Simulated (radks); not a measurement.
The arsenic anion As- inside a hard spherical wall (all orbitals vanish at R), configuration held at [Ar] 3d10 4s2 4p4 and not refilled when levels cross. Calculated with a radial shooting solver on a logarithmic mesh with Libxc functionals: scalar-relativistic Kohn-Sham, PBE, spin-polarised, spherical densities, point nucleus; open shells are filled with parallel spins first. Eigenvalues in eV for spin up, with the zero of energy where the potential of the charges vanishes at infinity; a dash marks a level that is unbound or too diffuse for the functional's potential to be trusted. A positive occupied level is held by the wall or, in an anion where self-interaction has pushed it up, behind a barrier. The pressure on the wall is -dE/dV.

R (bohr),E (hartree),kinetic (hartree),e(3p),e(3d),e(4s),e(4p),"e(5s, empty)","e(5p, empty)",pressure (GPa)
15,-2260.89583,2304.417,-126.41,-33.403,-8.140,0.628,2.696,3.304,0.00223
12,-2260.89458,2304.421,-126.24,-33.234,-7.973,0.772,3.367,4.431,0.0126
7,-2260.86227,2304.560,-124.62,-31.624,-6.629,2.033,8.028,11.641,1.28
4,-2260.27588,2306.745,-115.20,-22.337,0.473,10.382,35.101,44.717,109
3,-2258.59073,2312.101,-102.87,-10.331,12.365,25.035,80.554,94.782,868
2.5,-2255.90730,2320.071,-90.680,1.542,27.889,43.605,135.43,152.90,3090
2,-2248.57298,2341.207,-67.982,24.253,65.570,86.709,253.54,274.18,14300
1.5,-2223.02947,2411.728,-16.220,79.355,183.37,212.73,561.28,579.33,100000
